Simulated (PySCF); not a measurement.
## Löwdin shares of the frontier orbitals

Dimethyl diselenide, C2H6Se2.
Geometry (PBE0-D3(BJ)/def2-SVP, Å), atoms numbered from 1 in this order:
```xyz
10
C2H6Se2 angstrom
C      2.0788    0.1851    0.0993
Se     0.7622    1.6198   -0.0114
Se    -1.0561    0.5981    0.9902
C     -1.8518   -0.2961   -0.5497
H      3.0335    0.6099   -0.2447
H      1.7980   -0.6540   -0.5497
H      2.1799   -0.1505    1.1388
H     -2.0292    0.4295   -1.3530
H     -1.2084   -1.1115   -0.9037
H     -2.8127   -0.7097   -0.2092
```

Computed, not measured: TDDFT B3LYP/def2-SVPD, vertical, gas phase, core orbitals frozen in the response in PySCF 2.14.0, density-fitted response routines. The B3LYP/def2-SVPD calculation is non-relativistic and has no spin–orbit coupling, an omission that weighs most on selenium.

Frontier orbitals with the atoms that hold most of them (Löwdin shares over 4%, at most four atoms; ? is withheld):

```
orbital  ε (eV)                             atoms
 LUMO+2    0.00    Se2 33%, Se3 32%, C1 9%, C4 9%
 LUMO+1   -0.03  Se3 30%, Se2 29%, C4 10%, C1 10%
   LUMO   -1.38                                 ?
   HOMO   -6.29    Se3 41%, Se2 41%, C4 7%, C1 7%
 HOMO-1   -6.38                                 ?
 HOMO-2   -8.42    Se3 40%, Se2 40%, C4 7%, C1 7%
 HOMO-3   -9.51  Se2 29%, Se3 29%, C1 15%, C4 15%
```

**Question.** Which atoms hold the LUMO, and with what shares?

**Answer.** Se2 (bonded to C and Se) 43%; Se3 (bonded to C and Se) 43%; C4 (bonded to Se and 3 H) 4%; C1 (bonded to Se and 3 H) 4%. By element: selenium 87%, carbon 9%.

**Question.** Give the leading atoms of the HOMO-1.

**Answer.** Se2 (bonded to C and Se) 40%; Se3 (bonded to C and Se) 40%; C1 (bonded to Se and 3 H) 8%; C4 (bonded to Se and 3 H) 8%. By element: selenium 80%, carbon 15%.

**Question.** How does S1 compare with the orbital gap of 4.91 eV?

**Answer.** S1 is at 3.84 eV (f = 0.0073), 1.07 eV below the gap, made of HOMO→LUMO (99%). Without the coupling terms of the response equations the lowest excitation would equal the gap.

**Question.** One configuration dominates each of S1 and S2. Which, and how do the shares of the two leading atoms of either orbital change from the occupied to the empty one?

**Answer.** 
- S1 (3.84 eV, f 0.0073), HOMO→LUMO (99%): Se3 41% → 43%, Se2 41% → 43%
- S2 (3.90 eV, f 0.0024), HOMO-1→LUMO (99%): Se2 40% → 43%, Se3 40% → 43%

Löwdin shares depend on the basis, the more so with diffuse functions.

One conformer stands for the species.
